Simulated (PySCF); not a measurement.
Two species compared at the same levels of theory.

First species: C5H10Si.
InChI=1S/C5H10Si/c1-4-2-5(4)3-6/h2,4H,3H2,1,6H3/t4-/m0/s1

Second species: C₅H₁₀Si.
Cartesian coordinates in Å at the GFN2-xTB level; atoms count from 1:
```
atom  x, y, z in Å
C1     1.1796   -0.9643    1.7956
C2     0.9229    0.2975    1.4717
C3     0.4095    0.7818    0.1975
C4     0.1892    2.0876    0.0304
C5     0.1061   -0.1973   -0.8893
Si6   -1.5972   -1.0231   -0.6374
H7     1.5598   -1.2248    2.7691
H8     1.0260   -1.7856    1.1171
H9     1.1048    1.0738    2.2051
H10   -0.1913    2.4850   -0.8955
H11    0.3831    2.8034    0.8115
H12    0.1000    0.3218   -1.8487
H13    0.8854   -0.9571   -0.9424
H14   -2.6221    0.0193   -0.5758
H15   -1.6187   -1.8054    0.5987
H16   -1.8447   -1.9035   -1.7828
```

Levels: CAM-B3LYP/def2-SVPD for dipole moment, HOMO energy, LUMO energy, HOMO–LUMO gap, static isotropic polarisability and electronic spatial extent ⟨r²⟩ about the centre of nuclear charge; TDDFT CAM-B3LYP/def2-SVPD for lowest singlet excitation; TDA CAM-B3LYP/def2-SVPD for lowest triplet excitation (Tamm–Dancoff); GFN2-xTB for rotational constant A and rotational constant C. Geometries: GFN2-xTB. Each species is one conformer at its optimised geometry, gas phase, non-relativistic unless stated; the electronic structure was computed with PySCF and density fitting.

The conformers computed, where there is a choice (atom-mapped SMILES and torsion angles):
- `[CH3:1][C@H:2]1[CH:3]=[C:4]1[CH2:5][SiH3:6]`: C3–C4–C5–Si6 -102°
- `[CH2:1]=[CH:2][C:3](=[CH2:4])[CH2:5][SiH3:6]`: C1–C2–C3–C4 179°, C2–C3–C5–Si6 81°

```json
{"property": "dipole moment", "column X": "0.35 D", "column Y": "0.77 D"}
{"property": "HOMO energy", "column X": "-7.91 eV", "column Y": "-7.96 eV"}
{"property": "LUMO energy", "column X": "0.17 eV", "column Y": "1.07 eV"}
{"property": "HOMO–LUMO gap", "column X": "8.08 eV", "column Y": "9.03 eV"}
{"property": "lowest singlet excitation", "column X": "5.68 eV", "column Y": "6.16 eV"}
{"property": "lowest triplet excitation (Tamm–Dancoff)", "column X": "3.21 eV", "column Y": "4.09 eV"}
{"property": "static isotropic polarisability", "column X": "89.9 au", "column Y": "85.4 au"}
{"property": "electronic spatial extent ⟨r²⟩ about the centre of nuclear charge", "column X": "862 bohr²", "column Y": "983 bohr²"}
{"property": "rotational constant A", "column X": "3.619 GHz", "column Y": "6.140 GHz"}
{"property": "rotational constant C", "column X": "1.520 GHz", "column Y": "1.324 GHz"}
```

Q: Which column belongs to which species?

A: Column X is the second species and column Y the first. The first has 16 atoms and 54 electrons, the second 16 and 54.

Q: How does each property change from the first species to the second?

A: dipole moment -0.42 D; HOMO energy +0.05 eV; LUMO energy -0.90 eV; HOMO–LUMO gap -0.95 eV; lowest singlet excitation -0.48 eV; lowest triplet excitation (Tamm–Dancoff) -0.88 eV; static isotropic polarisability +4.5 au; electronic spatial extent ⟨r²⟩ about the centre of nuclear charge -121 bohr²; rotational constant A -2.521 GHz; rotational constant C +0.196 GHz.

On the first: The dipole equals about 2.6 × 10⁻³⁰ C·m (1 D = 3.33564 × 10⁻³⁰ C·m). In wavenumbers S1 is 49700 cm⁻¹ (1 eV = 8065.54 cm⁻¹).

On the second: A dipole of 0.35 D is allowed in C1, and pure rotational transitions are dipole-allowed. The dipole matches unit charges of opposite sign 0.07 Å apart (1 e·Å = 4.8032 D).
